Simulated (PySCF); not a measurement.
## Two-component Hartree-Fock for Ru(33+) (ruthenium, charge +33)

Start: [Ne] 3s1; 3s1/2 filled at m_j = +1/2. Calculated with PySCF 2.14 in an uncontracted even-tempered set (18 s from 5.9 bohr⁻², ratio 2.4; 13 p from 7.6 bohr⁻², ratio 2.4; 4 d from 25 bohr⁻², ratio 2.6; 4 f from 37 bohr⁻², ratio 2.6): generalised Hartree-Fock with the X2C-1e Hamiltonian and a Gaussian nucleus; one run each with spin-orbit coupling (SO) switched off, then screened by Boettger's factors.

```json
{"spinor shell": "1s1/2", "electrons": "2", "ε, spin-free (eV)": "-24118.8", "ε, screened SO (eV)": "-24117.8", "weight of nominal j (screened SO)": "1.000", "rms radius, screened SO (bohr)": "0.0383"}
{"spinor shell": "2s1/2", "electrons": "2", "ε, spin-free (eV)": "-5043.2", "ε, screened SO (eV)": "-5042.9", "weight of nominal j (screened SO)": "1.000", "rms radius, screened SO (bohr)": "0.154"}
{"spinor shell": "2p1/2", "electrons": "2", "ε, spin-free (eV)": "-4711.6", "ε, screened SO (eV)": "-4805.5", "weight of nominal j (screened SO)": "1.000", "rms radius, screened SO (bohr)": "0.134"}
{"spinor shell": "3s1/2", "electrons": "1", "ε, spin-free (eV)": "-2012.8", "ε, screened SO (eV)": "-2012.8", "weight of nominal j (screened SO)": "1.000", "rms radius, screened SO (bohr)": "0.371"}
```

Task: Where does 2p3/2 lie, and what is the 2p spin-orbit splitting (screened SO)?

Result: At -4668.0 eV, 137.51 eV above 2p1/2.

```tsv
quantity	spin-free	screened SO
E (hartree)	-3654.92411	-3655.46935
M_J	1/2	1/2
⟨J²⟩	0.750	0.750
⟨L²⟩	0.000	0.004
⟨S²⟩	0.750	0.754
```

Each row is a mean over spinors that exchange with the open shell spreads, by up to 7.895 eV (2s1/2).

Breit and QED terms are absent; they matter most for the inner s and p1/2 levels.

Densities and radii are taken from the X2C orbitals without a picture-change correction, which distorts them close to the nucleus.

Without spin-orbit coupling the j labels of p, d and f shells carry no meaning; the spin-free column gives the mean over the occupied spinors of each nl shell.
